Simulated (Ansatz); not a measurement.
ethylmethylamine (C$_{3}$H$_{9}$N), singlet, geometry from GFN2-xTB. Base run: HF/STO-3G run with Ansatz (a program for electronic structure).

Here is a job for Ansatz.
Ansatz 0.2 input:
```yaml
crystal:
  periodic: [false, false, false]
  atoms:
    - {symbol: C, position_ang: [-1.87400516, -0.07441474, 0.25926631]}
    - {symbol: C, position_ang: [-0.47967426, -0.52314354, -0.15357921]}
    - {symbol: N, position_ang: [0.48496756, 0.53256834, 0.09166092]}
    - {symbol: C, position_ang: [1.83881192, 0.15577176, -0.25160561]}
    - {symbol: H, position_ang: [-2.12917341, 0.85017624, -0.25108071]}
    - {symbol: H, position_ang: [-2.60684655, -0.83489174, 0.00244945]}
    - {symbol: H, position_ang: [-1.91726736, 0.10044473, 1.33251953]}
    - {symbol: H, position_ang: [-0.21866346, -1.45961765, 0.37470674]}
    - {symbol: H, position_ang: [-0.46266346, -0.73524512, -1.22757567]}
    - {symbol: H, position_ang: [0.44326878, 0.80309834, 1.07075897]}
    - {symbol: H, position_ang: [2.50814061, 0.98145236, -0.01688696]}
    - {symbol: H, position_ang: [1.88584461, -0.03606901, -1.32424885]}
    - {symbol: H, position_ang: [2.19179223, -0.74660748, 0.27324197]}
basis:
  gaussian:
    orbitals: STO-3G
hamiltonian:
  xc: hf
```

The bond that is stretched is that between atoms 13 and 4. A test that says stable can miss a lower solution.

Each row names what was changed in the base input (with any setting that the change needs).

```
change                                                           ΔE vs base (eV)  <S^2>            stability test says
---------------------------------------------------------------  ---------------  -----  -----------------------------
base                                                                        0.00  0.000  minimum (restricted orbitals)
spin_polarized = on; lower_state_search = off                               0.00  0.000       undecided (no full test)
spin_polarized = on; lower_state_search = standard                          0.00  0.000                        minimum
bond × 1.25                                                                 1.18  0.000  minimum (restricted orbitals)
spin_polarized = on; lower_state_search = off; bond × 1.25                  1.18  0.000       undecided (no full test)
spin_polarized = on; lower_state_search = standard; bond × 1.25             1.18  0.000                        minimum
bond × 1.5                                                                  3.25  0.000  minimum (restricted orbitals)
spin_polarized = on; lower_state_search = off; bond × 1.5                   3.25  0.000       undecided (no full test)
spin_polarized = on; lower_state_search = standard; bond × 1.5              3.16  0.242                        minimum
bond × 1.8                                                                  5.73  0.000  minimum (restricted orbitals)
spin_polarized = on; lower_state_search = off; bond × 1.8                   5.73  0.000       undecided (no full test)
spin_polarized = on; lower_state_search = standard; bond × 1.8              4.25  0.763                        minimum
bond × 2.2                                                                  8.32  0.000  minimum (restricted orbitals)
spin_polarized = on; lower_state_search = off; bond × 2.2                   8.32  0.000       undecided (no full test)
spin_polarized = on; lower_state_search = standard; bond × 2.2              4.62  0.954                        minimum
bond × 3.0                                                                 11.08  0.000  minimum (restricted orbitals)
spin_polarized = on; lower_state_search = off; bond × 3.0                  11.08  0.000       undecided (no full test)
spin_polarized = on; lower_state_search = standard; bond × 3.0              4.71  1.004                        minimum
```

Where a bond breaks into two radicals, a solution with restricted orbitals usually stops being the lowest and lies too high; an unrestricted one lies lower at the price of spin contamination, which <S^2> shows.
